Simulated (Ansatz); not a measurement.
Frontier orbitals of `C[O][W]([NH2])(=[O])=[S]`.

Charge 0, multiplicity 1. Correlated methods include outer-core shells of W, which these sets cover unevenly. W: def2 effective core potential. The structure was optimised at the PBE0-D4/def2-TZVP level. It is one conformer, not always the lowest. Basis def2-TZVPP, Ansatz 0.2.0.

A caution on the coupled-cluster cation, which keeps the state that its UHF reference found: spin contamination of the cation.

```
functional  HOMO (eV)  LUMO (eV)
   ωB97X-V      -9.64       0.06
```

Problem. Give HOMO and LUMO (eV) with LDA (SPW92), PBE, revPBE, BLYP, r2SCAN, B97M-V, PBE0, B3LYP, r2SCANh, r2SCAN0, HSE06 (plane-wave form), BHLYP, CAM-B3LYP, LC-ωPBE, ωB97M-V, HF. (Estimate.)

Solution. Ansatz gave: 
| functional | HOMO | LUMO |
| --- | --- | --- |
| LDA (SPW92) | -6.31 | -2.93 |
| PBE | -6.14 | -2.73 |
| revPBE | -6.07 | -2.66 |
| BLYP | -5.97 | -2.60 |
| r2SCAN | -6.43 | -2.67 |
| B97M-V | -6.48 | -2.59 |
| PBE0 | -7.37 | -2.01 |
| B3LYP | -7.13 | -2.19 |
| r2SCANh | -6.89 | -2.40 |
| r2SCAN0 | -7.57 | -1.98 |
| HSE06 (plane-wave form) | -6.98 | -2.39 |
| BHLYP | -8.45 | -1.12 |
| CAM-B3LYP | -8.65 | -0.94 |
| LC-ωPBE | -9.97 | 0.12 |
| ωB97M-V | -9.50 | 0.03 |
| HF | -10.12 | 1.39 |

B3LYP here is the variant with VWN-RPA as its local correlation; programs differ in this. LC-ωPBE has ω = 0.4 bohr⁻¹. Positive LUMOs are unbound and depend on the basis.
